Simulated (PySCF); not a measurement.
## Solvent effects on NMR parameters

Structure with atom numbers: `[CH3:1][B@@H-:2]([PH3+:3])[CH:4]1[CH2:5][CH2:6][CH2:7][CH2:8]1`; H(Xn) means a hydrogen on atom n. Ha(C5), Ha(C6), Ha(C7), Ha(C8) are cis to B2 on the ring; Hb(C5), Hb(C6), Hb(C7), Hb(C8) are trans to B2 on the ring.

GIAO PBE0/pcSseg-1 in PySCF 2.14.0 with density-fitted response routines on one PBE0-D3(BJ)/def2-SVP conformer, non-relativistic, equivalent nuclei averaged. Solvents enter as an IEF-PCM continuum (chloroform with ε = 4.7, methanol with ε = 32.6) around the gas-phase geometry. Shifts are referred to TMS, BF3·OEt2, PH3 computed in the same medium.

In chloroform, δ in ppm: C8 38.0, C5 37.8, C4 36.0, C7 28.6, C6 27.4, C1 3.0, B2 -24.8, P3 118.1, H(P3) 4.08, Hb(C8) 1.80, Ha(C7) 1.63, Ha(C6) 1.57, H(B2) 1.51, Hb(C6) 1.47. Dipole moment 4.77 D.

Q: How does each δ change in the more polar medium?

A: 
| atoms | environment | Δδ, methanol |
| --- | --- | --- |
| C8 | sp3 CH2 in a ring | +0.4 |
| C5 | sp3 CH2 in a ring | +0.2 |
| C4 | sp3 CH bonded to B | +0.4 |
| C7 | sp3 CH2 in a ring | +0.1 |
| C6 | sp3 CH2 in a ring | +0.1 |
| C1 | methyl carbon bonded to B | 0.0 |
| B2 | boron bonded to 2 C, P, H | -0.1 |
| P3 | phosphorus bonded to B, 3 H | +1.6 |
| H(P3) | hydrogen on a phosphorus bonded to B | +0.10 |
| Hb(C8) | hydrogen on an sp3 CH2 in a ring | -0.03 |
| Ha(C7) | hydrogen on an sp3 CH2 in a ring | -0.02 |
| Ha(C6) | hydrogen on an sp3 CH2 in a ring | -0.01 |
| H(B2) | hydrogen on a boron bonded to 2 C, P | -0.19 |
| Hb(C6) | hydrogen on an sp3 CH2 in a ring | +0.01 |

Changes are relative to chloroform. The dipole moment becomes 5.21 D in methanol.

Q: Which of the listed nuclei move most (in ppm), and what does the model miss?

A: P3 (phosphorus bonded to B, 3 H, +1.6 ppm) in methanol. A continuum only polarises the solute; specific hydrogen bonds, the anisotropy of aromatic solvents and changes of geometry or conformer are outside it.
